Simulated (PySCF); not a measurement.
# Ionisation energy of I⁺ by level of theory

I⁺ [Kr] 4d10 5s2 5p4 (3P) → I²⁺ [Kr] 4d10 5s2 5p3 (4S), as a difference of total energies. All numbers are calculated (PySCF 2.14, the spin-free X2C one-electron Hamiltonian (Gaussian nucleus), in ANO-RCC-VTZP (7s6p4d2f1g, 68 functions)). Correlated levels: valence: [Kr] 4d10 frozen; valence and next inner shell: [Ar] 3d10 frozen. The calculations carry no spin-orbit coupling.

| method | ionisation energy (eV) |
| --- | --- |
| UHF | 17.718 |
| LDA | 19.077 |
| PBE | 18.770 |
| PBE0 | 18.791 |
| r2SCAN | 18.790 |
| M06 | 18.822 |
| PBEsol | 18.777 |
| wB97M-V | 18.771 |
| MP2 (valence) | 18.355 |
| SCS-MP2 (valence) | 18.418 |
| MP2 (valence and next inner shell) | 18.518 |
| SCS-MP2 (valence and next inner shell) | 18.534 |

Q: How much does correlation contribute at MP2 (valence and next inner shell)?

A: 18.518 − (17.718) = 0.800 eV, measured against UHF.

A first-order spin-orbit estimate (lowest level to lowest level, LS coupling) adds 0.334 eV.

Errors of the correlated levels include the incompleteness of this basis and the frozen core.

For comparison: 19.131 eV (measured; NIST Atomic Spectra Database, ionization energies).
